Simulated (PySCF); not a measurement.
Induced dipoles and field energies

Species: C5H4F2Se.
Geometry (PBE0-D3(BJ)/def2-SVP, Å), atoms numbered from 1 in this order:
```xyz
12
C5H4F2Se angstrom
C      2.5178   -0.0075   -0.2409
C      1.4017   -0.4410   -0.4173
C      0.0516   -0.9647   -0.6014
C     -0.9209   -0.4326    0.4220
Se    -1.8416   -1.4501    1.5069
C     -1.0372    1.0785    0.4330
F     -2.0542    1.5144    1.1816
F     -1.2338    1.5061   -0.8408
H      3.5139    0.3694   -0.0956
H     -0.3167   -0.6688   -1.6018
H      0.0584   -2.0633   -0.5572
H     -0.0987    1.5312    0.8040
```

Level: CAM-B3LYP/def2-SVPD (PySCF); nuclei fixed, core orbitals frozen in the response. Permanent dipole (2.081, -0.558, -0.504) D (1 au = 2.5417 D). Static polarisability (au):

```
x   101.38  13.88 -15.24
y    13.88  83.33  -9.00
z   -15.24  -9.00  77.68
```

Only the terms in μ and α are kept: μ(F) = μ + αF and ΔE = −μ·F − ½ F·αF.

What do fields of 0.514 V/Å (0.01 au) along the six axis directions do?

```json
{"field along": "+x", "induced x (D)": "2.577", "induced y (D)": "0.353", "induced z (D)": "-0.387", "total size (D)": "4.747", "−μ·F (kJ/mol)": "-21.496", "−½F·αF (kJ/mol)": "-13.309"}
{"field along": "−x", "induced x (D)": "-2.577", "induced y (D)": "-0.353", "induced z (D)": "0.387", "total size (D)": "1.044", "−μ·F (kJ/mol)": "+21.496", "−½F·αF (kJ/mol)": "-13.309"}
{"field along": "+y", "induced x (D)": "0.353", "induced y (D)": "2.118", "induced z (D)": "-0.229", "total size (D)": "2.982", "−μ·F (kJ/mol)": "+5.764", "−½F·αF (kJ/mol)": "-10.939"}
{"field along": "−y", "induced x (D)": "-0.353", "induced y (D)": "-2.118", "induced z (D)": "0.229", "total size (D)": "3.197", "−μ·F (kJ/mol)": "-5.764", "−½F·αF (kJ/mol)": "-10.939"}
{"field along": "+z", "induced x (D)": "-0.387", "induced y (D)": "-0.229", "induced z (D)": "1.974", "total size (D)": "2.377", "−μ·F (kJ/mol)": "+5.206", "−½F·αF (kJ/mol)": "-10.197"}
{"field along": "−z", "induced x (D)": "0.387", "induced y (D)": "0.229", "induced z (D)": "-1.974", "total size (D)": "3.513", "−μ·F (kJ/mol)": "-5.206", "−½F·αF (kJ/mol)": "-10.197"}
```

For the field (0.0050, -0.0080, 0.0080) au, what is the induced dipole, and what angle does it make with the field?

αF = (0.696, -1.701, 1.569) D, at 7.4° to the field. The polarisability along this direction, F·αF/F², is 76.22 au, against a mean of 87.47 au.

Which field along μ doubles the dipole in that direction (linear response)?

The polarisability along the dipole is 97.91 au, so F = 0.8705 au / 97.91 au = 0.0089 au = 0.46 V/Å; higher-order terms are ignored.

What field makes μF equal to kT at 400 K?

kT = 1.2667 × 10⁻³ Eh, so F = 0.00146 au = 7.48 MV/cm.

Induction energy −ᾱe²/2R⁴ of a unit charge at 14 Å, the molecule taken as a point?

R = 26.46 bohr, so the energy is −87.5/(2 × 26.46⁴) Eh = -0.234 kJ/mol. The charge–dipole term at its most favourable orientation, −μe/R², is -3.27 kJ/mol.

The structure is a single PBE0-D3(BJ)/def2-SVP conformer in the gas phase; no vibrational or solvent corrections. The calculation is non-relativistic, for selenium too.

The run behind these numbers computed excited states as well. Hardware: an Arm Neoverse N1 with one thread, shared host with 64 logical CPUs at a one-minute load of 51. Cost: 1.8 min (grids of density and orbitals included), 1.0 GiB resident at most.
